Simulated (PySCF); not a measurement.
SMILES [CH2]C(C)CC(C)O (C6H13O), doublet at its GFN2-xTB optimised geometry (Å):

```
20

C     -1.2569    -1.4456     1.2564
C      0.2170    -1.4541     1.2094
C      0.8359    -0.9802     2.5219
C      0.7349    -0.6441     0.0000
C      0.2589     0.8128     0.0000
C      0.2377     1.3866    -1.4176
O      1.1309     1.5585     0.8283
H     -1.8253    -1.6485     0.3688
H     -1.7823    -1.2913     2.1774
H      0.5600    -2.4908     1.0317
H      0.4726    -1.5837     3.3508
H      1.9191    -1.0609     2.4807
H      0.5829     0.0595     2.7047
H      1.8253    -0.6441     0.0000
H      0.3858    -1.1246    -0.9150
H     -0.7644     0.8441     0.4166
H     -0.0710     2.4314    -1.4015
H     -0.4595     0.8331    -2.0403
H      1.2312     1.3256    -1.8567
H      0.8987     2.4908     0.7640
```

Level of theory: unrestricted B3LYP/def2-SVP (PySCF). Cells within 0.4 Å of a nucleus heavier than hydrogen are left out (blank, or x).

Map of the HOMO amplitude (α) (bohr^(-3/2)) on the plane z = 0.8 Å; orbital energy -5.42 eV, overall sign arbitrary:

```
|4444444444444444444444444444444|
|4444444444444444444444444444444|
|4444444444444444444444444444444|
|4444444444444444444444444444444|
|4444444444444444444444444444444|
|4444444444444444444444444444444|
|4444444444444444444433334444444|
|4444444444444444444433333444444|
|4444444444443344444333333444444|
|444444444443333444xx23333344444|
|444444444443333345xxx3333344444|
|4444444444433333444x33333444444|
|4444444444443333344333333444444|
|4444444444444333344433334444444|
|4444444445544433333333444444444|
|4444444455555443333333444444444|
|4444444556666543323333444444444|
|4444444567887643222333444444444|
|4444444567998643212333444444444|
|4444444457997543222333444444444|
|4444444444444443333344444444444|
|4443333321001234555444444444444|
|4443333321000235666544444444444|
|4443333321111235676544444444444|
|4443333322222345666544444444444|
|4443333332223344555544444444444|
|4443333333333344454444444444444|
|4444333333333344444444444444444|
|4444433333333444444444444444444|
|4444444333333444444444444444444|
|4444444444444444444444444444444|
```
Scale: ten equal steps from -0.139 (start of '0') to 0.205 (end of '9'), in the order '0123456789'; x runs from -4.50 to 4.50, y from -4.50 (bottom) to 4.50 (top).
